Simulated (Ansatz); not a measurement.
Geometry optimisation, Ansatz, RKS PBE0-D4/STO-3G.

input.yaml

```yaml
crystal:
  periodic: [false, false, false]
  atoms:
    - { symbol: C, position_ang: [-2.9707, -0.0228, 0.8977] }
    - { symbol: C, position_ang: [-1.8692, 0.0072, 0.5367] }
    - { symbol: Al, position_ang: [-0.0416, -0.0078, -0.0369] }
    - { symbol: C, position_ang: [1.0539, -1.7221, -0.1373] }
    - { symbol: C, position_ang: [0.9119, 1.6871, -0.5038] }
    - { symbol: F, position_ang: [1.9937, 1.8897, 0.3498] }
    - { symbol: H, position_ang: [-4.0054, 0.035, 1.1958] }
    - { symbol: H, position_ang: [0.5125, -2.3853, -0.8659] }
    - { symbol: H, position_ang: [0.9997, -2.1968, 0.9079] }
    - { symbol: H, position_ang: [2.0218, -1.5391, -0.4457] }
    - { symbol: H, position_ang: [1.248, 1.6513, -1.5173] }
    - { symbol: H, position_ang: [0.2224, 2.5485, -0.347] }
basis:
  gaussian: { orbitals: STO-3G }
hamiltonian:
  xc: pbe0
  dispersion: d4
relax:
  f_tol: 0.02
  max_steps: 40
scf:
  lower_state_search: "off"
```

Run as:

```bash
$ ansatz run input.yaml --threads 1 --pin off --max-ram 2048MiB --backend cpu --events-out ev --progress --plain --runs-dir out
```

Question: Where does it end, and by what steps?

Answer: The forces met the threshold. Limits of this set-up: minimal basis. After 20 steps the energy has fallen by 0.765 eV; F6 moved furthest, 1.10 Å.

| step | energy less start (eV) | largest force component (eV/Å) | accepted |
| --- | --- | --- | --- |
| 0 | 0.0000 | 7.511 | yes |
| 1 | -0.6784 | 1.376 | yes |
| 2 | -0.7207 | 0.375 | yes |
| 3 | -0.7252 | 0.167 | yes |
| 4 | -0.7297 | 0.280 | yes |
| 5 | -0.7324 | 0.406 | yes |
| 6 | -0.7378 | 0.300 | yes |
| 7 | -0.7494 | 0.034 | yes |
| 8 | -0.7515 | 0.105 | yes |
| 9 | -0.7515 | 0.142 | no |
| 10 | -0.7538 | 0.031 | yes |
| 11 | -0.7576 | 0.026 | yes |
| 12 | -0.7546 | 0.586 | no |
| 13 | -0.7598 | 0.052 | yes |
| 14 | -0.7613 | 0.150 | yes |
| 15 | -0.7622 | 0.157 | yes |
| 16 | -0.7632 | 0.122 | yes |
| 17 | -0.7640 | 0.120 | yes |
| 18 | -0.7644 | 0.110 | yes |
| 19 | -0.7646 | 0.053 | yes |
| 20 | -0.7647 | 0.010 | yes |

```xyz
12
Properties=species:S:1:pos:R:3
C -2.952 0.002 0.627
C -1.771 -0.021 0.379
Al 0.058 -0.043 -0.002
C 1.010 -1.687 0.033
C 0.863 1.667 -0.419
F 2.251 1.634 -0.685
H -4.008 0.022 0.848
H 0.607 -2.398 -0.697
H 0.936 -2.173 1.012
H 2.073 -1.559 -0.188
H 0.338 2.120 -1.291
H 0.672 2.380 0.417
```

Whether the end is a true minimum wasn't checked by a vibrational analysis.

Time of the run: 47 s on 1 thread of Arm Neoverse V1, with other jobs on the host, peak memory 0.12 GiB.
